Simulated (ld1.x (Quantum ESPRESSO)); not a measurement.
# Reading a pseudo-wave (ruthenium)

Columns: radius, all-electron u(r) and pseudo u(r) of the 5s shell (level -4.52 eV) of ruthenium in the configuration [Kr] 4d7 5s1 5p0; LDA (PZ), scalar-relativistic, PAW scheme, ld1.x (Quantum ESPRESSO) 7.5.

```
r (bohr)  all-electron  pseudo
   0.198        0.0647  0.0365
   0.395        0.1022  0.0750
   0.593       -0.1686  0.1178
   0.790       -0.2733  0.1656
   0.988       -0.2002  0.2192
   1.185       -0.0442  0.2771
   1.383        0.1269  0.3384
   1.580        0.2779  0.3997
   1.778        0.3987  0.4585
   1.975        0.4872  0.5109
   2.173        0.5478  0.5542
   2.370        0.5845  0.5852
   2.568        0.6025  0.6025
   2.765        0.6058  0.6058
   2.963        0.5979  0.5979
   3.160        0.5818  0.5818
   3.358        0.5596  0.5596
   3.555        0.5335  0.5335
   3.753        0.5046  0.5046
   3.950        0.4744  0.4744
   4.148        0.4435  0.4435
   4.345        0.4128  0.4128
   4.542        0.3826  0.3826
   4.740        0.3533  0.3533
   4.938        0.3251  0.3251
   5.135        0.2985  0.2985
```

Problem. How many radial nodes do the two functions have?

Solution. The all-electron 5s function has n − l − 1 = 4 (the table is too coarse to show those close to the nucleus); the pseudo-wave has 0, since the states of the same l below it are removed with the core.

Problem. At about which radius was the pseudo-wave matched?

Solution. 2.55 bohr, where the columns begin to agree (steps of 0.20 bohr).

Problem. Where does each function peak?

Solution. Outermost all-electron maximum near 2.77 bohr, pseudo maximum near 2.77 bohr (to the table’s step).

Problem. Is the pseudo-wave norm-conserving?

Solution. No, it belongs to a PAW set: the norm inside the radius is not constrained, and the difference is carried by the augmentation charge.
